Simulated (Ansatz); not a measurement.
Reaction (ligand exchange at a Ga–Se bond): `[OH][Ga]([OH])[SeH]` + NH₃ → `[NH2][Ga]([OH])[OH]` + H₂Se

Isolated molecules relaxed with PBE0-D4/def2-TZVP in Ansatz; ΔE leaves out vibrations. CCSD(T)/CBS adds triple-zeta CCSD(T) − MP2 to the extrapolated MP2 energy (def2 sets, frozen cores). This one scheme is used for every species. Functionals use def2-TZVPP. For Ga, Se outer-core shells are correlated without core-valence functions, which leaves a few kJ/mol of doubt a bond. Scalar relativity is left out up to krypton. Each species was taken in one conformer, which may not be the lowest.

| level | ΔE (eV) |
| --- | --- |
| r2SCAN | 0.75 |
| r2SCAN0 | 0.75 |
| LC-ωPBE | 0.65 |
| CCSD/def2-SVP | 0.61 |

Task: What does CCSD(T)/CBS give? (An estimate is asked.)

Result: The calculation gave: +0.69 eV. The listed levels differ from it by 0.06, 0.06, -0.04, -0.08 eV.

Largest T1 diagnostic among the species: 0.013.

At CCSD(T), def2-SVP lies −0.07 eV from the extrapolated value and def2-TZVPP −0.00 eV. Leaving LDA and LC-ωPBE aside and taking each functional with its dispersion term where it has one, the values, not all of them listed here, spread over 0.12 eV, from CAM-B3LYP-D4 to PBE-D4. LDA lies −0.08 eV from PBE without D4.
